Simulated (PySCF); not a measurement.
PySCF input (BP86/6-31G* (5d)):

```python
from pyscf import gto, dft

mol = gto.M(
    atom='''
    C    -1.25352400    0.77563800    0.42263400
    N    -0.66485200   -0.54900900    0.23761700
    B     0.62636900   -0.81325600   -0.20522000
    O     1.51789900    0.16959400   -0.52730800
    H    -1.55130300    0.93659100    1.46187100
    H    -0.51631000    1.53014400    0.15711200
    H    -2.13098800    0.91310200   -0.21435300
    H    -1.27184400   -1.31982500    0.45833400
    H     2.37050900   -0.16124800   -0.81752800
    ''',
    basis='6-31g*',
    charge=0,
    spin=1,
    verbose=4,
)

mf = dft.UKS(mol, xc='bp86')
mf.grids.level = 3
mf.conv_tol = 1e-9
mf.max_cycle = 100
mf.max_memory = 1500
mf.kernel()
if not mf.converged:
    mf = mf.newton()
    mf.kernel(mf.make_rdm1())
mo, _, stable, _ = mf.stability(return_status=True)
if not stable:
    mf.kernel(mf.make_rdm1(mo, mf.mo_occ))
    stable = mf.stability(return_status=True)[2]
mf.dip_moment()
```

From the output:

```
radial grids:
    Treutler-Ahlrichs [JCP 102, 346 (1995); DOI:10.1063/1.469408] (M4) radial grids

becke partition: Becke, JCP 88, 2547 (1988); DOI:10.1063/1.454033
pruning grids: <function nwchem_prune>
grids dens level: 3
symmetrized grids: False
atomic radii adjust function: <function treutler_atomic_radii_adjust>
small_rho_cutoff = 0
Set gradient conv threshold to 3.16228e-05
tot grids = 105192
init E= -196.206688134974
  alpha nocc = 16  HOMO = -0.172671602690265  LUMO = -0.0377388921460056
  beta  nocc = 15  HOMO = -0.308263724201041  LUMO = -0.172671602690265

WARN: HOMO -0.172671602690265 >= LUMO -0.172671602690265

cycle= 1 E= -195.801002315317  delta_E= 0.406  |g|= 0.561  |ddm|= 2.01
  alpha nocc = 16  HOMO = -0.054537597661803  LUMO = 0.104847798585916
  beta  nocc = 15  HOMO = -0.0754110108703872  LUMO = 0.0121370253754463
  HOMO = -0.0545375976618  LUMO = 0.0121370253754  gap/eV = 1.81431
cycle= 2 E= -195.406657158502  delta_E= 0.394  |g|= 1.13  |ddm|= 1.22
  alpha nocc = 16  HOMO = -0.10704516825899  LUMO = 0.0545351300966104
  beta  nocc = 15  HOMO = -0.180115435416704  LUMO = -0.0231375169646371
  HOMO = -0.107045168259  LUMO = -0.0231375169646  gap/eV = 2.28324
cycle= 3 E= -195.917374281772  delta_E= -0.511  |g|= 0.156  |ddm|= 0.889
  alpha nocc = 16  HOMO = -0.129752502840392  LUMO = 0.0579756226020782
  beta  nocc = 15  HOMO = -0.211418629446547  LUMO = -0.041131839191447
  HOMO = -0.12975250284  LUMO = -0.0411318391914  gap/eV = 2.41149
cycle= 4 E= -195.927607458516  delta_E= -0.0102  |g|= 0.0643  |ddm|= 0.185
  alpha nocc = 16  HOMO = -0.134403440334274  LUMO = 0.0592813596248729
  beta  nocc = 15  HOMO = -0.201672994946224  LUMO = -0.0425054752291087
  HOMO = -0.134403440334  LUMO = -0.0425054752291  gap/eV = 2.50067
cycle= 5 E= -195.929113768126  delta_E= -0.00151  |g|= 0.0263  |ddm|= 0.0664
  alpha nocc = 16  HOMO = -0.130636764159875  LUMO = 0.0601265424367861
  beta  nocc = 15  HOMO = -0.202648480404651  LUMO = -0.0380315560188569
  HOMO = -0.13063676416  LUMO = -0.0380315560189  gap/eV = 2.51992
cycle= 6 E= -195.929451238387  delta_E= -0.000337  |g|= 0.00416  |ddm|= 0.0263
  alpha nocc = 16  HOMO = -0.130752267720727  LUMO = 0.0598474139429404
  beta  nocc = 15  HOMO = -0.202478108458582  LUMO = -0.0379295839624691
  HOMO = -0.130752267721  LUMO = -0.0379295839625  gap/eV = 2.52583
cycle= 7 E= -195.929459167427  delta_E= -7.93e-06  |g|= 0.00126  |ddm|= 0.00422
  alpha nocc = 16  HOMO = -0.130912939211806  LUMO = 0.0597593623209867
  beta  nocc = 15  HOMO = -0.202552418966221  LUMO = -0.0379920195640668
  HOMO = -0.130912939212  LUMO = -0.0379920195641  gap/eV = 2.52851
cycle= 8 E= -195.929459991017  delta_E= -8.24e-07  |g|= 0.000406  |ddm|= 0.00153
  alpha nocc = 16  HOMO = -0.130888179967074  LUMO = 0.059754084598556
  beta  nocc = 15  HOMO = -0.202567275272491  LUMO = -0.0379210913348778
  HOMO = -0.130888179967  LUMO = -0.0379210913349  gap/eV = 2.52976
cycle= 9 E= -195.929460066289  delta_E= -7.53e-08  |g|= 6.71e-05  |ddm|= 0.000449
  alpha nocc = 16  HOMO = -0.13089192502432  LUMO = 0.0597617342570249
  beta  nocc = 15  HOMO = -0.202574188265707  LUMO = -0.0379025837760159
  HOMO = -0.130891925024  LUMO = -0.037902583776  gap/eV = 2.53037
cycle= 10 E= -195.929460093038  delta_E= -2.67e-08  |g|= 1.81e-05  |ddm|= 0.00012
  alpha nocc = 16  HOMO = -0.130895542501629  LUMO = 0.0597615803290528
  beta  nocc = 15  HOMO = -0.202575855100195  LUMO = -0.0379040695124089
  HOMO = -0.130895542502  LUMO = -0.0379040695124  gap/eV = 2.53043
cycle= 11 E= -195.929460070919  delta_E= 2.21e-08  |g|= 6.26e-06  |ddm|= 3.38e-05
  alpha nocc = 16  HOMO = -0.130894880771715  LUMO = 0.0597621531448795
  beta  nocc = 15  HOMO = -0.202576573284808  LUMO = -0.0379036746006558
  HOMO = -0.130894880772  LUMO = -0.0379036746007  gap/eV = 2.53042
cycle= 12 E= -195.929460070945  delta_E= -2.64e-11  |g|= 5.72e-07  |ddm|= 9e-06
  alpha nocc = 16  HOMO = -0.130894740207378  LUMO = 0.0597621201859915
  beta  nocc = 15  HOMO = -0.202576631577541  LUMO = -0.0379038838302899
  HOMO = -0.130894740207  LUMO = -0.0379038838303  gap/eV = 2.53041
Extra cycle  E= -195.929460070946  delta_E= -1.53e-12  |g|= 4.44e-07  |ddm|= 1.36e-06
converged SCF energy = -195.929460070946  <S^2> = 0.75261353  2S+1 = 2.0026118
uhf_internal: lowest eigs of H = [0.43009953 0.50206272 0.53635973]
<class 'pyscf.dft.uks.UKS'> wavefunction is stable in the internal stability analysis
Dipole moment(X, Y, Z, Debye): -0.35433, -0.03579,  0.12303
```

The geometry given is a B3LYP-D3(BJ)/def2-TZVP minimum.
